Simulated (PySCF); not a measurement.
HfF₄, SMILES [Hf]([F])([F])([F])[F], multiplicity 1. Atoms are numbered in the order given.

```xyz
5

Hf     0.0000     0.0000     0.0000
F     -1.1036     1.1036    -1.1036
F      1.1036     1.1036     1.1036
F      1.1036    -1.1036    -1.1036
F     -1.1036    -1.1036     1.1036
```

Coordinates come from a B3LYP-D3(BJ)/def2-SVP optimisation. The spin state was assumed, not searched. The isomer is the one that the SMILES or the coordinates give; other isomers of the formula were not compared. The def2 effective core potentials stand for the cores of Hf; spin–orbit coupling is left out.

All values below come from PySCF with B3LYP-D3(BJ)/def2-SVP.

Frequencies are harmonic and unscaled.

Modes within 1.5 cm⁻¹ of each other (mostly degenerate sets) share a row, with their intensities summed.

| mode | ν (cm⁻¹) | IR (km/mol) | Raman (Å⁴/amu) | depolarisation | moving atoms (share of kinetic energy) |
|---|---|---|---|---|---|
| 1–3 | 157 | 80.9 | 0.6 | 0.75 | F 84 %, Hf 16 % |
| 4–5 | 163 | 0.0 | 2.4 | 0.75 | F 100 % |
| 6–8 | 673 | 397.5 | 0.7 | 0.75 | F 86 %, Hf 14 % |
| 9 | 681 | 0.0 | 8.5 | 0.00 | F 100 % |
